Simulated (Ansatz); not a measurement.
C4H5, doublet, geometry from GFN2-xTB. Base run: PBE/def2-SV(P) in Ansatz (a quantum-chemistry and plane-wave program).

Here is a job for Ansatz.
Ansatz 0.2 input:
```yaml
crystal:
  periodic: [false, false, false]
  atoms:
    - {symbol: C, position_ang: [-0.02205061, -0.68473402, 0.84115130]}
    - {symbol: C, position_ang: [-0.00826608, 0.63490979, 0.88350398]}
    - {symbol: C, position_ang: [0.00201276, -0.84177276, -0.65304234]}
    - {symbol: C, position_ang: [0.01874293, 0.70825289, -0.63453241]}
    - {symbol: H, position_ang: [-0.01290424, 1.39550575, 1.63691836]}
    - {symbol: H, position_ang: [-0.88690102, -1.29361008, -1.08611356]}
    - {symbol: H, position_ang: [0.89519009, -1.31321238, -1.05535354]}
    - {symbol: H, position_ang: [0.92842902, 1.14581919, -1.04347686]}
    - {symbol: H, position_ang: [-0.86644785, 1.16556213, -1.07445758]}
basis:
  gaussian:
    orbitals: def2-SV_P_.json
hamiltonian:
  xc: pbe
magnetization: {spin_polarized: true, initial_magnetization: 1}
```
The basis file holds def2-SV(P) in the JSON format of the Basis Set Exchange.

The bond that is stretched is that between atoms 7 and 3. A test that says stable can miss a lower solution.

The base run was repeated with changes; each row names its change, and settings that it needs were set with it.

```csv
change,ΔE vs base (eV),<S^2>,stability test says
base,0.00,0.756,minimum
spin_polarized = on; lower_state_search = off,0.00,0.756,undecided (no full test)
spin_polarized = on; lower_state_search = standard,0.00,0.756,minimum
bond × 1.25,0.59,0.756,minimum
spin_polarized = on; lower_state_search = off; bond × 1.25,0.59,0.756,undecided (no full test)
spin_polarized = on; lower_state_search = standard; bond × 1.25,0.59,0.756,minimum
bond × 1.5,1.73,0.756,minimum
spin_polarized = on; lower_state_search = off; bond × 1.5,1.73,0.756,undecided (no full test)
spin_polarized = on; lower_state_search = standard; bond × 1.5,1.73,0.756,minimum
bond × 1.8,2.97,0.756,minimum
spin_polarized = on; lower_state_search = off; bond × 1.8,2.97,0.756,undecided (no full test)
spin_polarized = on; lower_state_search = standard; bond × 1.8,2.97,0.756,minimum
bond × 2.2,4.09,1.228,minimum
spin_polarized = on; lower_state_search = off; bond × 2.2,4.09,1.228,undecided (no full test)
spin_polarized = on; lower_state_search = standard; bond × 2.2,4.09,1.228,minimum
bond × 3.0,4.54,1.723,minimum
spin_polarized = on; lower_state_search = off; bond × 3.0,4.54,1.723,undecided (no full test)
spin_polarized = on; lower_state_search = standard; bond × 3.0,4.54,1.723,minimum
```

On stretching, the SCF can end on different states; <S^2> shows the spin contamination of each.
